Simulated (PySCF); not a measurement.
ClGa, triplet, geometry from GFN2-xTB (such geometries of metal compounds can be far from the true shape) (the spin is typed, not shown lowest), with bond 2-1 at 2.2 times its length; PBE0/def2-SVP in PySCF.

PySCF was given this input:
```python
from pyscf import gto, scf, dft

mol = gto.M(
    atom='''
Ga   -0.00000000   -0.00000000   -0.78750881
Cl    0.00000000    0.00000000    4.10431063
''',
    basis='def2-svp',
    spin=2,
    verbose=4,
)

mf = dft.UKS(mol)
mf.xc = 'pbe0'
mf.kernel()
mo_i, mo_e, stable_i, stable_e = mf.stability(internal=True, external=False, return_status=True, nroots=6, tol=1e-6)
print('internally stable:', stable_i, ' externally stable:', stable_e)
if not stable_i:
    umf = mf.copy()
    umf.scf_summary = {}
    umf.kernel(umf.make_rdm1(mo_i, mf.mo_occ))
```

Output, abridged:

```
PySCF version 2.14.0

[INPUT] verbose = 4
[INPUT] num. atoms = 2
[INPUT] num. electrons = 48
[INPUT] charge = 0
[INPUT] spin (= nelec alpha-beta = 2S) = 2
[INPUT] symmetry False subgroup None
[INPUT] Mole.unit = angstrom
[INPUT] Symbol           X                Y                Z      unit          X                Y                Z       unit  Magmom
[...]
nuclear repulsion = 57.008725194248
number of shells = 20
number of NR pGTOs = 110
number of NR cGTOs = 50
basis = def2-svp
ecp = {}

******** <class 'pyscf.dft.uks.UKS'> ********
method = UKS
initial guess = minao
damping factor = 0
level_shift factor = 0
DIIS = <class 'pyscf.scf.diis.CDIIS'>
diis_start_cycle = 1
diis_space = 8
diis_damp = 0
SCF conv_tol = 1e-09
SCF conv_tol_grad = None
SCF max_cycles = 50
direct_scf = True
direct_scf_tol = 1e-13
number electrons alpha = 25  beta = 23
XC library pyscf.dft.libxc version 7.1.2
    S. Lehtola, C. Steigemann, M. J. T. Oliveira, and M. A. L. Marques,  SoftwareX 7, 1–5 (2018)
XC functionals = pbe0
    C. Adamo and V. Barone,  J. Chem. Phys. 110, 6158 (1999)
    M. Ernzerhof and G. E. Scuseria,  J. Chem. Phys. 110, 5029 (1999)
radial grids:
    Treutler-Ahlrichs [JCP 102, 346 (1995); DOI:10.1063/1.469408] (M4) radial grids

becke partition: Becke, JCP 88, 2547 (1988); DOI:10.1063/1.454033
pruning grids: <function nwchem_prune>
grids dens level: 3
symmetrized grids: False
atomic radii adjust function: <function treutler_atomic_radii_adjust>
small_rho_cutoff = 0
Set gradient conv threshold to 3.16228e-05
tot grids = 39784
init E= -2383.47911555599

cycle= 1 E= -2383.81261896734  delta_E= -0.334  |g|= 0.451  |ddm|= 1.35

cycle= 2 E= -2375.64481314157  delta_E= 8.17  |g|= 1.54  |ddm|= 7.24

cycle= 3 E= -2383.85517922832  delta_E= -8.21  |g|= 0.307  |ddm|= 7.11

cycle= 4 E= -2384.11634745416  delta_E= -0.261  |g|= 0.199  |ddm|= 1.46
cycle= 5 E= -2384.13273628193  delta_E= -0.0164  |g|= 0.121  |ddm|= 0.164

cycle= 6 E= -2384.14221862764  delta_E= -0.00948  |g|= 0.0499  |ddm|= 0.201

cycle= 7 E= -2384.14408370535  delta_E= -0.00187  |g|= 0.0108  |ddm|= 0.113

cycle= 8 E= -2384.14418187664  delta_E= -9.82e-05  |g|= 0.00134  |ddm|= 0.0303

cycle= 9 E= -2384.14418349407  delta_E= -1.62e-06  |g|= 0.00011  |ddm|= 0.00462

cycle= 10 E= -2384.14418351155  delta_E= -1.75e-08  |g|= 3.77e-05  |ddm|= 0.000481

cycle= 11 E= -2384.14418351314  delta_E= -1.59e-09  |g|= 2.86e-05  |ddm|= 0.000154

cycle= 12 E= -2384.14418351377  delta_E= -6.31e-10  |g|= 2.32e-06  |ddm|= 8.92e-05
[...]
converged SCF energy = -2384.14418351378  <S^2> = 2.0052981  2S+1 = 3.00353
<class 'pyscf.dft.uks.UKS'> wavefunction has an internal instability
internally stable: False  externally stable: None
[...]

cycle= 22 E= -2384.14496808368  delta_E= -1.16e-05  |g|= 0.000286  |ddm|= 0.0429

cycle= 23 E= -2384.1449682723  delta_E= -1.89e-07  |g|= 0.000277  |ddm|= 0.00163

cycle= 24 E= -2384.14494125751  delta_E= 2.7e-05  |g|= 0.000237  |ddm|= 0.0989

cycle= 25 E= -2384.14492129535  delta_E= 2e-05  |g|= 0.000307  |ddm|= 0.0702

cycle= 26 E= -2384.14493731731  delta_E= -1.6e-05  |g|= 0.00103  |ddm|= 0.0597

cycle= 27 E= -2384.14499007494  delta_E= -5.28e-05  |g|= 0.00035  |ddm|= 0.193

cycle= 28 E= -2384.14498285657  delta_E= 7.22e-06  |g|= 0.000389  |ddm|= 0.0288

cycle= 29 E= -2384.14502142054  delta_E= -3.86e-05  |g|= 0.00356  |ddm|= 0.212

cycle= 30 E= -2384.14501115466  delta_E= 1.03e-05  |g|= 0.00651  |ddm|= 0.078

cycle= 31 E= -2384.1450218057  delta_E= -1.07e-05  |g|= 0.00184  |ddm|= 0.116

cycle= 32 E= -2384.14372716557  delta_E= 0.00129  |g|= 0.0395  |ddm|= 0.505

cycle= 33 E= -2384.14481934424  delta_E= -0.00109  |g|= 0.0172  |ddm|= 0.197

cycle= 34 E= -2384.1450223704  delta_E= -0.000203  |g|= 0.00123  |ddm|= 0.32

cycle= 35 E= -2384.14504067617  delta_E= -1.83e-05  |g|= 0.00113  |ddm|= 0.0887

cycle= 36 E= -2384.14505344154  delta_E= -1.28e-05  |g|= 0.00256  |ddm|= 0.0998

cycle= 37 E= -2384.14504923493  delta_E= 4.21e-06  |g|= 0.00035  |ddm|= 0.0586

cycle= 38 E= -2384.14506499863  delta_E= -1.58e-05  |g|= 0.00175  |ddm|= 0.118

cycle= 39 E= -2384.14506965317  delta_E= -4.65e-06  |g|= 0.000247  |ddm|= 0.0161

cycle= 40 E= -2384.14508566676  delta_E= -1.6e-05  |g|= 0.00142  |ddm|= 0.194

cycle= 41 E= -2384.14508414561  delta_E= 1.52e-06  |g|= 7.03e-05  |ddm|= 0.0531

cycle= 42 E= -2384.14508721184  delta_E= -3.07e-06  |g|= 0.000217  |ddm|= 0.049

cycle= 43 E= -2384.14508717434  delta_E= 3.75e-08  |g|= 0.00166  |ddm|= 0.0526

cycle= 44 E= -2384.14508489269  delta_E= 2.28e-06  |g|= 0.00242  |ddm|= 0.0133

cycle= 45 E= -2384.14508925157  delta_E= -4.36e-06  |g|= 0.000341  |ddm|= 0.0169

cycle= 46 E= -2384.14508700622  delta_E= 2.25e-06  |g|= 0.00155  |ddm|= 0.0106

cycle= 47 E= -2384.14508812068  delta_E= -1.11e-06  |g|= 0.0012  |ddm|= 0.00767

cycle= 48 E= -2384.1450896174  delta_E= -1.5e-06  |g|= 0.000437  |ddm|= 0.0154

cycle= 49 E= -2384.14509000185  delta_E= -3.84e-07  |g|= 0.000149  |ddm|= 0.00468

cycle= 50 E= -2384.14509063543  delta_E= -6.34e-07  |g|= 0.000107  |ddm|= 0.0251
SCF not converged.
SCF energy = -2384.14509063543 after 50 cycles  <S^2> = 2.0053321  2S+1 = 3.0035526
```

The run did not converge; its last values are not results.
